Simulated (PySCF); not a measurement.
# Frontier levels across methods

C2H7AlN2.
Structure used (PBE0-D3(BJ)/def2-SVP), in Å, numbered top down from 1:
```
atom  x, y, z in Å
C1    -0.2295   -1.0763    0.2286
C2    -1.0774    0.1007   -0.2861
N3    -0.1894    1.1399   -0.7896
Al4    1.3714    1.0097    0.0635
N5     0.9916   -0.5556    0.8298
H6    -0.0102   -1.7562   -0.6224
H7    -0.8314   -1.6601    0.9483
H8    -1.7142    0.4716    0.5455
H9    -1.7670   -0.2718   -1.0650
H10   -0.6517    1.8871   -1.2881
H11    2.6364    1.9519    0.1148
H12    1.5394   -1.2405    1.3315
```

Basis pcSseg-2 throughout (PySCF), one geometry. One conformer (not necessarily the lowest) at the PBE0-D3(BJ)/def2-SVP geometry, without solvent, vibrations or thermal averaging.

Question: How do the orbital energies, the gap and the dipole change with the method?

Answer: 
```tsv
method	kind	HOMO (eV)	LUMO (eV)	gap (eV)	μ (D)	SCF cycles
BLYP	GGA	-4.59	-0.69	3.89	0.33	14
OPBE	GGA	-4.61	-0.58	4.03	0.23	14
B97-D	GGA	-4.69	-0.70	3.99	0.32	15
PBE	GGA	-4.69	-0.79	3.91	0.34	15
KT3	GGA	-4.76	-0.77	4.00	0.19	15
KT2	GGA	-4.78	-0.83	3.95	0.29	15
BP86	GGA	-4.80	-0.81	3.99	0.37	14
LDA	LDA	-4.82	-0.96	3.86	0.41	14
B97-2	global hybrid	-5.71	-0.08	5.63	0.20	13
B3LYP	global hybrid	-5.76	-0.30	5.47	0.23	13
PBE0	global hybrid	-5.96	-0.09	5.88	0.21	12
mPW1PW91	global hybrid	-6.00	-0.11	5.89	0.21	12
BHandHLYP	global hybrid	-7.19	0.54	7.74	0.10	12
CAM-B3LYP	range-separated hybrid	-7.36	0.71	8.07	0.20	12
wB97X-D	range-separated hybrid	-7.84	1.45	9.29	0.22	13
LC-wPBE	range-separated hybrid	-8.71	1.69	10.39	0.21	12
HF	Hartree–Fock	-9.14	2.07	11.21	0.02	10
```

The HOMO spans 4.56 eV, from BLYP down to HF, and the gap runs from 3.86 eV (LDA) to 11.21 eV (HF). Over the methods BLYP (0 %), OPBE (0 %), B97-D (0 %), PBE (0 %), KT3 (0 %), KT2 (0 %), BP86 (0 %), LDA (0 %), B97-2 (21 %), B3LYP (20 %), PBE0 (25 %), mPW1PW91 (25 %), BHandHLYP (50 %), HF (100 %), a straight line through the gap against the share of exact exchange rises by 0.73 eV for each 10 % (correlation coefficient 0.999). The dipole ranges from 0.02 D (HF) to 0.41 D (LDA). This basis has no diffuse functions.
